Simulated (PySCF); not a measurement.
## Electron correlation in As(2+) (arsenic, charge +2)

[Ar] 3d10 4s2 4p1, 2P determinant. Computed with PySCF 2.14 in aug-cc-pVDZ-PP with ECP10MDF (5s4p3d, 32 functions), with scalar relativity through the core potential. Frozen: 3s2 3p6 3d10; 3 electrons correlated.

MP2 pair energies summed by pair of shells (mhartree):

```
 pair  energy  share (%)
4s-4s  -19.41       58.6
4s-4p  -13.71       41.4
```

Total MP2 correlation energy: -33.12 mhartree.

Same-spin part -2.12 and opposite-spin part -31.00 mhartree; SCS-MP2 scales them by 1/3 and 6/5 to -37.91 mhartree.
